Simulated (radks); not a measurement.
Q: The table gives one normalised radial function P(r) = r R(r) of Mg2+ in [Ne] (r in bohr). Method: scalar-relativistic Kohn-Sham, PBE, spin-polarised, spherical densities, point nucleus; computed with a radial shooting solver on a logarithmic mesh with Libxc functionals.

r,P
0.004173,0.0009
0.005656,0.0017
0.007665,0.0031
0.01047,0.0056
0.01419,0.0100
0.01923,0.0178
0.02607,0.0314
0.03561,0.0552
0.04826,0.0942
0.06541,0.1567
0.08864,0.2526
0.1211,0.3950
0.1641,0.5787
0.2224,0.7926
0.3015,0.9989
0.4118,1.1373
0.5582,1.1347
0.7564,0.9737
1.025,0.6983
1.401,0.3943
1.898,0.1692
2.572,0.0490

Which n and l does it have? It may be an empty orbital.

A: n = 2, l = 1: the number of nodes gives n - l - 1 = 0, the rise at small r (about r^(l+1)) gives l, and the extent must fit the shell. The curve is that of 2p. 2p: eigenvalue -66.705 eV, 0 radial nodes, <r> = 0.684 bohr, 90 % of the charge inside 1.17 bohr.
